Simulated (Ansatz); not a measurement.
Calculated with Ansatz (gas phase, PBE0-D4/def2-TZVP geometries, no zero-point term in ΔE). CBS: MP2 limit from def2 TZ/QZ plus the TZ coupled-cluster correction, frozen cores. This one scheme is used for every species. DFT in def2-TZVPP. HSE06 is defined as in plane-wave codes. Triplets are unrestricted, without spin–orbit coupling. One conformer a species, not always the lowest.

Consider the formal loss of a carbene: `CBCCCl` → `BCCCl` + `[CH2]` (triplet).

(1) Is it downhill or uphill in electronic energy at CCSD(T)/CBS, and by how much? (Estimate.)

(2) What do these levels give: PBE-D4, revPBE-D4, HSE06-D4, PBE-QIDH, BLYP, r2SCAN0, BHLYP, CCSD/def2-SVP, CCSD(T)/def2-SVP, SCS-MP2/def2-QZVPP, MP2/CBS(def2), CCSD/CBS(def2)? (Best estimate.)

Largest T1 diagnostic among the species: 0.011.

Results:

(1) Computed: Uphill: ΔE = +487.8 kJ/mol.

(2) The calculation gave: PBE-D4 499.3, revPBE-D4 483.4, HSE06-D4 489.7, PBE-QIDH 485.6, BLYP 469.9, r2SCAN0 464.1, BHLYP 462.0, CCSD/def2-SVP 456.4, CCSD(T)/def2-SVP 464.6, SCS-MP2/def2-QZVPP 494.5, MP2/CBS(def2) 501.1, CCSD/CBS(def2) 476.3 kJ/mol.

Leaving LDA and LC-ωPBE aside and taking each functional with its dispersion term where it has one, the values, not all of them listed here, spread over 33.2 kJ/mol, from r2SCAN0-D4 to PBE-D4. LDA lies +76.4 kJ/mol from PBE without D4. From PBE to PBE0 (25 % exact exchange), in def2-TZVPP and without D4, ΔE moves by −9.2 kJ/mol.
